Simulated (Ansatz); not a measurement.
Basis-set extrapolation for `C[CH](C)[Al]([OH])[N](C)C` (PBE0-D4/def2-TZVP geometry, frozen core, the Gaussian-basis code of Ansatz). Multiplicity 1, RHF reference.

```json
{"": "HF", "def2-TZVPP": "-568.939392", "def2-QZVPP": "-568.962618"}
{"": "MP2 correlation", "def2-TZVPP": "-1.416654", "def2-QZVPP": "-1.511924"}
{"": "CCSD(T) correlation", "def2-TZVPP": "-1.543476", "def2-QZVPP": "not run"}
```

Energies in hartree. Use E(X) = E(∞) + A·exp(−7.88·√X) for Hartree–Fock and E(X) = E(∞) + B·X^(−2.97) for correlation, with X = 3 and 4, and add CCSD(T) minus MP2 of the smaller set to the MP2 limit.

What is the CCSD(T) energy at the basis-set limit?

HF limit: -568.962618 + (-0.023226) × 0.13774 = -568.96582. MP2 limit: -1.511924 + (-0.095270) × 0.74074 = -1.58249. Higher-order term: -1.543476 − (-1.416654) = -0.12682. Total: -570.67513 hartree, 5.23 eV below CCSD(T)/def2-TZVPP.
